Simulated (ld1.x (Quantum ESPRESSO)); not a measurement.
# Which change was made? (Gd, ultrasoft)

```
Element                 : gadolinium
Generator               : ld1.x (Quantum ESPRESSO) 7.5
Type                    : ultrasoft
Functional              : BP86
Relativity              : fully relativistic
Frozen core             : [Kr] 4d10
Valence charge          : 18
Reference configuration : 4f6 5s2 5p6 5d2 6s2 6p0
Partial waves           : 5s (bound): rcut 1.70, rcutus 2.10 bohr; 6s (bound): rcut 1.70, rcutus 2.10 bohr; 5p (bound): rcut 2.35, rcutus 2.90 bohr; 6p (bound, empty): rcut 2.35, rcutus 2.90 bohr; 5d (bound): rcut 3.15, rcutus 3.60 bohr; 5d channel at 1.6 Ry: rcut 3.15, rcutus 3.60 bohr; 4f (bound): rcut 1.25, rcutus 1.50 bohr; 4f channel at -0.8 Ry: rcut 1.25, rcutus 1.50 bohr
Local potential         : all-electron potential smoothed inside 3.10 bohr (lloc = -1)
Core correction         : none
Augmentation charge     : PSQ, inside the norm-conserving radii
```

Open shells are filled in proportion to 2j + 1 (rel_dist='average').

Cutoffs, loose and tight: the cutoffs (Ry, on a coarse ladder) from which the occupation-weighted sum of valence levels, in a spherical-Bessel basis at the reference potential, stays within 10 and 1 mRy of its value at 400 Ry. They do not see the model core or the augmentation charge, which bear on the density cutoff. Test errors are all-electron minus pseudo excitation energies from the reference, over the configurations 4f7 5s2 5p6 5d1 6s2 6p0; 4f7 5s2 5p6 5d1 6s1 6p0; 4f7 5s2 5p6 5d1 6s0 6p0; 4f7 5s2 5p6 5d1 6s0 6p1; 4f7 5s2 5p6 5d0 6s2 6p1; 4f7 5s2 5p6 5d1.5 6s1.5 6p0; 4f8 5s2 5p6 5d0 6s2 6p0; variants that change the core or the reference have their own tests.

The base gives: outcome: generated; bound ghosts: none; largest test error (meV): test run stopped at test 1 of 7 (negative rho).

(1) After one change the result is: outcome: failed: chargeps: negative rho. Which change was it?
A. augmentation built from norm-conserving waves at rcut, not smoothed further
B. wave 5d channel at 1.6 Ry: rcut 3.15, rcutus 3.60 bohr becomes 5d channel at -0.05 Ry: rcut 3.15, rcutus 3.60 bohr
C. core [Kr], valence charge 28; reference 4d10 4f7 5s2 5p6 5d1 6s1 6p0; waves now 5s (bound): rcut 1.70, rcutus 1.85 bohr; 6s (bound): rcut 1.70, rcutus 1.85 bohr; 5p (bound): rcut 2.30, rcutus 2.50 bohr; 6p (bound): rcut 2.30, rcutus 2.50 bohr; 4d (bound): rcut 0.95, rcutus 1.05 bohr; 5d (bound): rcut 0.95, rcutus 1.05 bohr; 4f (bound): rcut 0.75, rcutus 1.05 bohr; 4f channel at -0.8 Ry: rcut 0.75, rcutus 1.05 bohr; local potential all-electron potential smoothed inside 1.45 bohr (lloc = -1)

## Answers

(1) A. The others give: core [Kr], valence charge 28; reference 4d10 4f7 5s2 5p6 5d1 6s1 6p0; waves now 5s (bound): rcut 1.70, rcutus 1.85 bohr; 6s (bound): rcut 1.70, rcutus 1.85 bohr; 5p (bound): rcut 2.30, rcutus 2.50 bohr; 6p (bound): rcut 2.30, rcutus 2.50 bohr; 4d (bound): rcut 0.95, rcutus 1.05 bohr; 5d (bound): rcut 0.95, rcutus 1.05 bohr; 4f (bound): rcut 0.75, rcutus 1.05 bohr; 4f channel at -0.8 Ry: rcut 0.75, rcutus 1.05 bohr; local potential all-electron potential smoothed inside 1.45 bohr (lloc = -1) → outcome: generated, overlap not positive; bound ghosts: not determined (overlap not positive); largest test error (meV): test run stopped at test 1 of 7 (negative rho) | wave 5d channel at 1.6 Ry: rcut 3.15, rcutus 3.60 bohr becomes 5d channel at -0.05 Ry: rcut 3.15, rcutus 3.60 bohr → outcome: failed: compute_chi: n is too large. A file whose overlap is not positive is unfit for use, and its test errors describe a broken file.
